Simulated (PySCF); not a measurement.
Results of a calculation; reference values are marked as such.
Si4H11N2

The system: Si4H11N2, a small molecule (built as: Si site whose three back bonds go to SiH3, NHSiH3, NHSiH3); neutral, doublet. The structure, one conformer, was relaxed in the gas phase by PBE0-D3(BJ)/def2-SVP. No frequency run checks that it is a minimum.

SMILES: [SiH3]N[Si]([SiH3])N[SiH3]

```xyz
17

Si    0.183    1.260    0.321
Si    1.362    0.219    2.086
N    -1.314    0.410    0.004
Si   -2.109   -0.861    0.900
N     1.060    1.162   -1.187
Si    0.766   -0.024   -2.438
H     0.716    0.486    3.408
H     1.528   -1.262    1.918
H     2.723    0.843    2.089
H    -1.837    0.771   -0.794
H    -1.350   -1.053    2.170
H    -3.523   -0.492    1.215
H    -2.130   -2.154    0.149
H     1.828    1.810   -1.338
H     1.859    0.118   -3.448
H     0.772   -1.416   -1.894
H    -0.541    0.183   -3.138
```
(Å; atoms numbered from 1)

EPR values by unrestricted B3LYP, IGLO-III on N Si, pcH-1 on H.

(1) Predict g and the largest hyperfine couplings. Where does the spin sit?

(2) How do the isotropic couplings move with BHandHLYP?

Results:

(1) g = 2.0013, 2.0021, 2.0031. The spin sits on Si1 (76 %, bonded to 2 N + 1 Si) by Mulliken populations.
```tsv
atom	isotope	isotropic (MHz)	dipolar, principal values (MHz)
Si1	29Si	-562.8	-124.8, 60.4, 64.4
Si2	29Si	-165.5	-28.9, 12.8, 16.1
H8	1H	59.9	-2.8, -0.3, 3.0
N5	14N	21.8	-4.3, -3.9, 8.2
Si6	29Si	-13.1	-4.8, 2.2, 2.6
H13	1H	14.0	-0.9, -0.9, 1.7
```

(2) Si1 -562.8 to -597.9 MHz, Si2 -165.5 to -164.9 MHz, H8 59.9 to 59.5 MHz, N5 21.8 to 22.4 MHz.
